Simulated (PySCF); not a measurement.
# Cheap and costly routes to an ionisation energy

Calculated results; nothing here was measured. They come from PySCF 2.14.0, an open-source quantum chemistry program, on isolated molecules that a program drew, which may never have been made.

Each row is one molecule at its Hartree-Fock double-zeta minimum. Values are energies in eV to remove one electron at fixed geometry, as differences of total energies, from the first spin state named to the second. Koopmans is minus the highest occupied HF orbital energy, given where it applies. The basis family is cc-pV(n+d)Z, with diffuse functions on anions, UHF for radicals and no spin-orbit coupling. Best is HF at quadruple zeta, plus MP2 correlation extrapolated from triple and quadruple zeta, plus CCSD(T) minus MP2 at triple zeta, with a frozen core. The other columns are at triple zeta. The step is the size of the change in best from the same recipe one zeta lower.

| SMILES | charge | spin states | Koopmans | PBE | wB97X | MP2 | CCSD | CCSD(T) | best | step |
|---|---|---|---|---|---|---|---|---|---|---|
| Cl[SiH]Cl | 0 | doublet to singlet | - | 8.76 | 9.04 | 8.88 | 8.93 | 8.86 | 8.96 | 0.08 |
| O[SiH]F | 0 | doublet to singlet | - | 8.59 | 8.79 | 8.65 | 8.76 | 8.70 | 8.84 | 0.08 |
| F[BH][AlH] | 0 | doublet to singlet | - | 7.54 | 7.51 | 7.42 | 7.49 | 7.49 | 7.54 | 0.04 |
| [BH][N]=[AlH] | 0 | doublet to singlet | - | 7.55 | 7.51 | 7.50 | 7.52 | 7.53 | 7.56 | 0.01 |
| B[CH2] | 0 | doublet to singlet | - | 10.80 | 10.46 | 10.42 | 10.33 | 10.40 | 10.46 | 0.02 |
| [BH2][Al][F] | 0 | doublet to singlet | - | 7.81 | 7.73 | 7.56 | 7.67 | 7.67 | 7.73 | 0.03 |
| [AlH][Cl] | 0 | doublet to singlet | - | 8.26 | 8.33 | 8.24 | 8.27 | 8.25 | 8.31 | 0.04 |
| [NH2][Al][F] | 0 | doublet to singlet | - | 8.48 | ? | ? | ? | ? | ? | ? |

**Estimate the best value of the last row from its PBE value.**

A least-squares line through the other rows is best = 0.75 + 0.913 x PBE, with a scatter of 0.18 eV (squared misfits over 5 degrees of freedom). At 8.48 eV it gives 8.49 eV. The calculation gives 8.55 eV, with a step of 0.04 eV, so the line misses by 0.06 eV. Over the other rows PBE lies on average 0.01 eV below best. The rest of the last row: 8.43 (wB97X), 8.40 (MP2), 8.49 (CCSD), 8.47 (CCSD(T)).
